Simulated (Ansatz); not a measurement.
Ansatz (an electronic-structure program) input (HF/LANL2DZ): The .json file is the Basis Set Exchange's LANL2DZ.

Ansatz 0.2 input:
```yaml
crystal:
  periodic: [false, false, false]
  atoms:
    - {symbol: Hg, position_ang: [-0.00000000, -0.00000000, -0.76085757]}
    - {symbol: Br, position_ang: [0.00000000, 0.00000000, 1.73910301]}
basis:
  gaussian:
    orbitals: LANL2DZ.json
hamiltonian:
  xc: {name: HF}
total_charge: 1
phonons: {temperatures: {t_min: 298.15, t_max: 298.15, t_step: 100}}
```

**Question.** Which harmonic wavenumbers does it give?

**Answer.** 239 cm⁻¹ (unscaled; negative means imaginary).
